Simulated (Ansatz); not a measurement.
Molecule: diphosphane, P₂H₄ (charge 0, singlet). 
Structure (B3LYP-D3(BJ)/def2-TZVP (Ansatz, an electronic-structure program) minimum search):
SMILES: PP
```xyz
6

P     -1.0203    -0.4713    -0.0535
P      1.0203     0.4711     0.0549
H     -1.5176     0.2567     1.0604
H     -1.5148     0.4895    -0.9757
H      1.5219    -0.4987     0.9637
H      1.5105    -0.2449    -1.0699
```

Q: Give the harmonic wavenumbers at B3LYP-D3(BJ)/def2-TZVP (Ansatz, finite differences of forces, unscaled).

A: 88, 429, 627, 644, 871, 916, 1099, 1108, 2368, 2372, 2376, 2385 cm⁻¹. Zero-point energy 21.8 kcal/mol.

Q: From these and the geometry, give the ideal-gas thermochemistry at 298.15 K and 1 atm (rigid rotor, harmonic oscillator).

A: Point group C2, rotational symmetry number 2. Rotational constants 64.65, 5.726, 5.684 GHz. S(trans) 38.48, S(rot) 21.17, S(vib) 5.76, S(elec, spin only) 0.00, S 65.4 cal/(mol K). H(298) - H(0) 3.30 kcal/mol; G - E(el) 5.6 kcal/mol.
